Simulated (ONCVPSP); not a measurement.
# u(r) = r·R(r): atom against pseudo-atom (calcium (Ca))

Columns: radius, all-electron u(r) and pseudo u(r) of the 3p shell (level -28.01 eV) of calcium in the configuration [Ne] 3s2 3p6 4s2; PBE, scalar-relativistic, ONCV scheme, ONCVPSP 4.0.1.

```
r (bohr)  all-electron  pseudo
   0.108       -0.3453  0.0277
   0.215       -0.4695  0.1053
   0.322       -0.2817  0.2225
   0.430        0.0314  0.3670
   0.538        0.3422  0.5212
   0.645        0.5934  0.6656
   0.752        0.7740  0.7865
   0.860        0.8874  0.8767
   0.968        0.9422  0.9315
   1.075        0.9518  0.9486
   1.182        0.9295  0.9294
   1.290        0.8851  0.8850
   1.398        0.8272  0.8271
   1.505        0.7627  0.7626
   1.612        0.6955  0.6955
   1.720        0.6282  0.6282
   1.828        0.5634  0.5634
   1.935        0.5029  0.5029
   2.042        0.4469  0.4469
   2.150        0.3951  0.3951
   2.258        0.3482  0.3482
   2.365        0.3064  0.3064
   2.472        0.2690  0.2690
   2.580        0.2354  0.2354
   2.688        0.2058  0.2058
   2.795        0.1799  0.1799
```

**Question.** How many radial nodes do the two functions have?

**Answer.** The all-electron 3p function has n − l − 1 = 1; the pseudo-wave has 0, since the states of the same l below it are removed with the core.

**Question.** At about which radius was the pseudo-wave matched?

**Answer.** 1.20 bohr, where the columns begin to agree (steps of 0.11 bohr).

**Question.** Is the pseudo-wave norm-conserving?

**Answer.** Yes: the ONCV scheme keeps the norm inside the radius equal to the all-electron one, which fixes the energy derivative of the logarithmic derivative at the level.
